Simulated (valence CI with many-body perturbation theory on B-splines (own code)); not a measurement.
Values are calculated unless marked as measured or tabulated.
# Hyperfine factors and g values of Yb20+

Level of theory: configuration interaction combined with many-body perturbation theory (CI+MBPT): four valence electrons over a frozen Dirac-Fock core [Kr] 4d10, radial functions for each j: 7 s, 7 p, 7 d, 7 f, 4 g, 2 h, with the one-electron correlation potential Σ1 (screened to all orders), the two-electron term Σ2, the three-electron term Σ3, Breit, model QED; selected single and double excitations, second order for the rest, scaled by the run's own slope (own B-spline code, finite nucleus).

No measured spectrum was set against this ion. As an estimate, terms of the open shell hold to a few per cent of their energy, and close levels can change places.

A/g_I is the dipole constant over the nuclear g factor μ/I (μ in nuclear magnetons, uniformly magnetised nucleus), B/Q the quadrupole constant per barn. Both hold the static response of the core; the bare values leave it out. Large factors of s and p1/2 electrons are usually good to 5 to 10 %; those of open d and f shells near neutrality can be off by tens of per cent, and small factors of p3/2, d and f electrons come from cancelling terms and can be off by a factor of two or in sign, in half-filled shells by more. B is blank for J = 1/2, where it vanishes, and for nearly pure S terms. Energies count from the lowest level. Levels with J = 0 are left out.

Names give the largest LS component (configuration and term), which can be under half, so a name can repeat, a term be missing and a line seem to break the LS rules; names also repeat where a configuration has a term twice. Letters in brackets count levels of one name in rising energy.

```tsv
Level	E (cm⁻¹)	g	A/g_I (MHz)	A/g_I bare	B/Q (MHz/b)	B/Q bare
4f⁴ ⁵I_4	0.0	0.622	3250	2840	-1390	-1190
4f⁴ ⁵I_5	8223	0.905	2270	2220	-1230	-1070
4f⁴ ⁵I_6	15970	1.063	1740	1910	-1140	-1010
4f⁴ ⁵I_7	22998	1.157	1470	1770	-1030	-929
4f⁴ ⁵I_8	29392	1.215	1320	1700	-905	-842
4f⁴ ⁵F_2	30884	1.005	2370	2540	1460	1270
4f⁴ ⁵F_1	31845	0.078	5940	4940	470	405
4f⁴ ³G_4 [a]	36100	1.064	2010	2230	-2060	-1790
4f⁴ ⁵F_3	36915	1.197	1390	1750	265	216
4f⁴ ⁵S_2	39474	1.777	-733	383	-216	-211
4f⁴ ⁵G_2	41738	0.503	3740	3170	-913	-777
4f⁴ ³K_6 [a]	42488	0.871	2380	2300	372	340
4f⁴ ⁵G_3	43854	0.899	2420	2390	336	309
4f⁴ ⁵F_5 [a]	45869	1.274	1030	1490	-376	-371
4f⁴ ³K_7 [a]	45917	0.971	2070	2120	1480	1270
4f⁴ ⁵F_4	46043	1.196	1230	1560	1380	1190
4f⁴ ³M_8	50145	1.030	1900	2030	2650	2260
4f⁴ ⁵G_4	54997	1.054	1810	1970	-379	-321
4f⁴ ⁵F_5 [b]	55047	1.224	1080	1450	1260	1080
4f⁴ ³D_2 [a]	57016	1.171	1360	1680	1180	1030
4f⁴ ³G_3 [a]	57092	0.846	2440	2310	-1460	-1260
4f⁴ ³P_1 [a]	61583	1.029	2260	2470	-104	-96.7
4f⁴ ⁵G_5	63204	1.163	1460	1770	-544	-479
4f⁴ ³L_7	63640	0.945	2000	1990	1190	1040
4f⁴ ⁵G_6	64335	1.255	1020	1430	-642	-602
4f⁴ ¹D_2 [a]	64638	1.012	1550	1580	-619	-556
4f⁴ ³L_8	64736	0.989	1990	2060	2690	2330
4f⁴ ³M_9	65915	1.058	1780	1940	4300	3690
4f⁴ ³K_8 [a]	66731	1.025	1770	1870	2400	2060
4f⁴ ³D_3 [a]	66997	1.267	770	1160	987	846
4f⁴ ³F_4 [a]	67289	1.184	1280	1600	-1670	-1460
4f⁴ ³I_5 [a]	68785	0.906	2150	2090	688	580
4f⁴ ³H_6 [a]	70553	1.183	1410	1750	-515	-465
4f⁴ ³G_4 [b]	72053	1.057	1690	1830	-1060	-926
4f⁴ ³F_2 [a]	72875	0.716	3550	3370	749	669
4f⁴ ⁵D_1	75043	1.471	-369	212	1020	877
4f⁴ ³I_6 [a]	77107	1.064	1720	1890	-164	-148
4f⁴ ³I_7 [a]	77655	1.110	1660	1910	648	548
```

Take the isotope of mass number 171, with I = 1/2, μ = 0.4923 μN. What is the hyperfine structure of 4f⁴ ⁵I_5?

From the table A = 2230 MHz. Shifts from the centre of gravity in MHz: F = 9/2: -6690, F = 11/2: 5580.
